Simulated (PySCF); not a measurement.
BiCl2, charge +1, singlet, at a GFN2-xTB geometry (such geometries of metal compounds can be far from the true shape) (core potentials on Bi). Base run: M062X/def2-SVP (PySCF).

Here is a job for PySCF.
```python
from pyscf import gto, scf, dft, solvent

mol = gto.M(
    atom='''
Bi    0.30241165    0.06957702    0.36408740
Cl    0.54943224    0.17443041   -2.02413652
Cl   -2.02591265   -0.51412999    0.24653333
''',
    basis='def2-svp',
    ecp={'Bi': 'def2-svp'},
    charge=1,
    verbose=4,
)

mf = dft.RKS(mol)
mf.xc = 'm062x'
mf.kernel()
```

Each row names what was changed in the base input (with any setting that the change needs).

```json
[
 {"change": "base", "ΔE vs base (kcal/mol)": "0.000", "HOMO-LUMO gap (eV)": "6.26"},
 {"change": "model = COSMO; solvent = water", "ΔE vs base (kcal/mol)": "-72.4", "HOMO-LUMO gap (eV)": "6.92"},
 {"change": "model = ddCOSMO; solvent = water", "ΔE vs base (kcal/mol)": "-77.0", "HOMO-LUMO gap (eV)": "7.01"},
 {"change": "model = IEF-PCM; solvent = dimethylsulfoxide", "ΔE vs base (kcal/mol)": "?", "HOMO-LUMO gap (eV)": "?"},
 {"change": "model = IEF-PCM; solvent = water; vdw_scale = 1.1", "ΔE vs base (kcal/mol)": "-84.8", "HOMO-LUMO gap (eV)": "7.17"},
 {"change": "model = IEF-PCM; solvent = water", "ΔE vs base (kcal/mol)": "-72.8", "HOMO-LUMO gap (eV)": "6.93"},
 {"change": "model = IEF-PCM; solvent = chloroform", "ΔE vs base (kcal/mol)": "?", "HOMO-LUMO gap (eV)": "?"},
 {"change": "model = IEF-PCM; solvent = dichloromethane", "ΔE vs base (kcal/mol)": "?", "HOMO-LUMO gap (eV)": "?"},
 {"change": "model = IEF-PCM; solvent = water; vdw_scale = 1.0", "ΔE vs base (kcal/mol)": "-102.9", "HOMO-LUMO gap (eV)": "7.53"},
 {"change": "model = IEF-PCM; solvent = water; lebedev_order = 41", "ΔE vs base (kcal/mol)": "-72.8", "HOMO-LUMO gap (eV)": "6.93"},
 {"change": "model = SS(V)PE; solvent = water", "ΔE vs base (kcal/mol)": "-71.8", "HOMO-LUMO gap (eV)": "6.93"},
 {"change": "model = IEF-PCM; solvent = water; r_probe = 0.5", "ΔE vs base (kcal/mol)": "-55.73", "HOMO-LUMO gap (eV)": "6.61"}
]
```

Q: Complete the blanks.

A: 
- model = IEF-PCM; solvent = dimethylsulfoxide, ΔE vs base (kcal/mol): -72.0
- model = IEF-PCM; solvent = dimethylsulfoxide, HOMO-LUMO gap (eV): 6.91
- model = IEF-PCM; solvent = chloroform, ΔE vs base (kcal/mol): -56.22
- model = IEF-PCM; solvent = chloroform, HOMO-LUMO gap (eV): 6.71
- model = IEF-PCM; solvent = dichloromethane, ΔE vs base (kcal/mol): -64.4
- model = IEF-PCM; solvent = dichloromethane, HOMO-LUMO gap (eV): 6.81

The base is the gas phase, so ΔE is the electrostatic part of solvation at a fixed geometry, without cavity and dispersion terms.
